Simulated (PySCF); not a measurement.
A PySCF script (with the pyscf-properties extension) for the NMR shieldings of `C(=C\C)/[Si@@H]1OCCS1`, C5H10OSSi, on a GFN2-xTB geometry:

```python
import basis_set_exchange as bse
import numpy as np
from pyscf import gto, dft
from pyscf.prop import nmr

atoms = """
C     3.526873    0.024757    0.006331
C     2.072771   -0.276682    0.116742
C     1.243741   -0.412976   -0.912338
Si   -0.564807   -0.861106   -0.775959
O    -1.569194    0.121353   -1.610073
C    -2.469419    0.915886   -0.889416
C    -2.850867    0.242180    0.420067
S    -1.338470   -0.420247    1.187123
H     3.827020    0.144703   -1.031981
H     4.105416   -0.784552    0.451707
H     3.764835    0.935579    0.554908
H     1.695565   -0.389590    1.125515
H     1.641056   -0.305169   -1.913942
H    -0.900697   -2.227736   -1.161382
H    -2.003810    1.887952   -0.689293
H    -3.355875    1.067682   -1.512968
H    -3.524213   -0.596289    0.242582
H    -3.308683    0.940572    1.115961
"""
names = dict.fromkeys(["C", "Si", "O", "S", "H"], "pcSseg-1")
basis = {el: gto.basis.parse(bse.get_basis(n, elements=[el], fmt="nwchem")) for el, n in names.items()}
mol = gto.M(atom=atoms, basis=basis, charge=0, verbose=0)
mf = dft.RKS(mol, xc="PBE0")
mf.grids.level = 2
mf.grids.alignment = dft.numint.BLKSIZE   # the property module wants whole blocks of grid points
mf.conv_tol = 1e-9
mf.kernel()

calc = nmr.RKS(mf)   # GIAO
C = mf.mo_coeff
Co = C[:, mf.mo_occ > 0]
resp = mf.gen_response(singlet=True, hermi=2)
def vind(x):   # induced exchange potential for any number of trial vectors
    d = np.einsum("pi,xij,qj->xpq", C, 2 * x.reshape(-1, C.shape[1], Co.shape[1]), Co, optimize=True)
    return np.einsum("xpq,pi,qj->xij", resp(d - d.transpose(0, 2, 1)), C, Co, optimize=True).ravel()
mo1, _ = nmr.rhf.solve_mo1(calc, with_cphf=vind)
sigma = calc.kernel(mo1)
for i, s in enumerate(sigma):   # ppm
    w = np.linalg.eigvalsh((s + s.T) / 2)
    print("%2d %-2s iso %8.1f  s11 %8.1f  s22 %8.1f  s33 %8.1f" % (i, mol.atom_pure_symbol(i), w.mean(), *w))
```

Problem. What are the results?

Solution. 
```
 0 C  iso    160.3  s11    146.9  s22    148.1  s33    185.8
 1 C  iso     28.6  s11    -96.7  s22     20.4  s33    162.0
 2 C  iso     55.7  s11    -48.8  s22     60.8  s33    155.2
 3 Si iso    338.0  s11    286.7  s22    348.5  s33    378.7
 4 O  iso    284.6  s11    232.7  s22    266.8  s33    354.1
 5 C  iso    116.6  s11     81.4  s22    115.0  s33    153.4
 6 C  iso    150.0  s11    118.0  s22    162.8  s33    169.1
 7 S  iso    666.8  s11    571.6  s22    596.5  s33    832.3
 8 H  iso     29.9  s11     26.3  s22     29.3  s33     34.0
 9 H  iso     29.6  s11     26.0  s22     27.5  s33     35.4
10 H  iso     29.6  s11     25.9  s22     27.7  s33     35.1
11 H  iso     25.2  s11     21.5  s22     22.7  s33     31.5
12 H  iso     25.6  s11     23.0  s22     25.1  s33     28.6
13 H  iso     26.1  s11     22.7  s22     23.1  s33     32.6
14 H  iso     27.9  s11     22.7  s22     26.1  s33     34.9
15 H  iso     27.3  s11     22.0  s22     26.2  s33     33.7
16 H  iso     28.5  s11     22.2  s22     26.3  s33     37.1
17 H  iso     29.0  s11     23.1  s22     26.6  s33     37.2
```

These numbers come from an equivalent density-fitted implementation of the same equations, which agrees with the script to about 0.01 ppm for H and up to a few tenths of a ppm for heavy atoms, so last digits may differ.

Problem. Turn these shieldings into chemical shifts. Shifts are taken against calculated references (same method and geometry level): 13C (σref 186.93), 29Si (σref 349.16), 1H (σref 31.72) against TMS; 17O (σref 336.08) against H2O; 33S (σref 503.73) against CS2.

Solution. Averaging equivalent atoms: C 1: 158.4; C 2: 131.2; C 5: 70.3; C 6: 37.0; C 0: 26.7; Si 3: 11.2; O 4: 51.5; S 7: -163; H 11: 6.50; H 12: 6.15; H 13: 5.60; H 15: 4.44; H 14: 3.83; H 16: 3.17; H 17: 2.75; H 8/9/10: 2.03 ppm. Experimental scales use liquid or dissolved standards, which lie at an offset from isolated H2O (liquid H2O: subtract about 36 ppm).

Size and cost of the density-fitted run: 200 basis functions, 77 s wall time on 1 thread of an Arm Neoverse N1, shared host; peak memory 0.9 GiB.
